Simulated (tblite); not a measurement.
C28H12 (nanocone) at step 4 of a GFN2-xTB optimisation (tblite, gas phase), coordinates in Å:

```
  1 C    -2.6769   -2.6927   -0.8035
  2 C     1.4531   -3.1376   -0.3959
  3 C    -0.7136   -2.4361    0.5786
  4 C    -1.4523   -3.1372   -0.3965
  5 C    -2.4522   -0.7321    0.5835
  6 C    -3.1304   -1.4417   -0.3826
  7 C    -3.1295    1.4415   -0.3827
  8 C     3.1314   -1.4424   -0.3814
  9 C     2.6785   -2.6938   -0.8030
 10 C     1.3857   -1.3935    1.2763
 11 C     0.7120   -2.4362    0.5779
 12 C    -0.7100   -0.7522    2.3181
 13 C    -1.3877   -1.3933    1.2773
 14 C    -1.3867    1.3928    1.2766
 15 C    -2.4511    0.7310    0.5822
 16 C    -1.4541    3.1404   -0.3922
 17 C    -2.6775    2.6940   -0.8010
 18 C     2.4514   -0.7324    0.5829
 19 C     0.7074   -0.7516    2.3164
 20 C     0.7087    0.7516    2.3191
 21 C    -0.7087    0.7508    2.3162
 22 C     0.7126    2.4374    0.5812
 23 C    -0.7134    2.4381    0.5805
 24 C     2.4503    0.7311    0.5831
 25 C     1.3855    1.3923    1.2775
 26 C     2.6772    2.6932   -0.8011
 27 C     1.4525    3.1382   -0.3942
 28 C     3.1281    1.4409   -0.3829
 29 H    -3.2616   -3.2637   -1.4967
 30 H     1.0010   -3.9981   -0.8393
 31 H    -0.9973   -3.9957   -0.8417
 32 H    -3.9915   -0.9990   -0.8412
 33 H    -3.9903    0.9988   -0.8432
 34 H     3.9937   -0.9994   -0.8379
 35 H     3.2643   -3.2630   -1.4969
 36 H    -1.0002    3.9977   -0.8400
 37 H    -3.2614    3.2629   -1.4966
 38 H     3.2623    3.2632   -1.4947
 39 H     0.9993    3.9968   -0.8411
 40 H     3.9895    0.9987   -0.8415
```

The gap is small, so a closed-shell solution may not be the true ground state; the numbers describe that solution.

Task: What are the forces on the atoms (eV/Å)?

Result: 
```
  1 C    -0.06   -0.21    0.31
  2 C     0.04   -0.10    0.13
  3 C    -0.01   -0.12    0.13
  4 C    -0.02   -0.10    0.14
  5 C    -0.20   -0.12    0.39
  6 C    -0.02    0.04    0.25
  7 C    -0.03   -0.05    0.24
  8 C     0.02    0.05    0.25
  9 C     0.04   -0.19    0.33
 10 C    -0.03    0.04   -0.01
 11 C     0.03   -0.12    0.13
 12 C     0.04    0.22   -0.48
 13 C     0.04    0.01   -0.01
 14 C     0.03   -0.03   -0.01
 15 C    -0.20    0.14    0.41
 16 C    -0.01    0.08    0.12
 17 C    -0.05    0.20    0.31
 18 C     0.19   -0.11    0.40
 19 C    -0.03    0.21   -0.47
 20 C    -0.04   -0.22   -0.48
 21 C     0.03   -0.21   -0.46
 22 C     0.01    0.12    0.10
 23 C    -0.01    0.10    0.14
 24 C     0.20    0.12    0.40
 25 C    -0.01   -0.02   -0.01
 26 C     0.04    0.21    0.30
 27 C     0.01    0.10    0.15
 28 C     0.03   -0.06    0.27
 29 H    -0.10   -0.11   -0.25
 30 H     0.05   -0.34   -0.24
 31 H    -0.06   -0.33   -0.23
 32 H    -0.16   -0.03   -0.27
 33 H    -0.14    0.04   -0.26
 34 H     0.15   -0.04   -0.27
 35 H     0.09   -0.11   -0.24
 36 H    -0.06    0.35   -0.23
 37 H    -0.10    0.12   -0.25
 38 H     0.10    0.11   -0.25
 39 H     0.06    0.34   -0.22
 40 H     0.16    0.03   -0.27
```
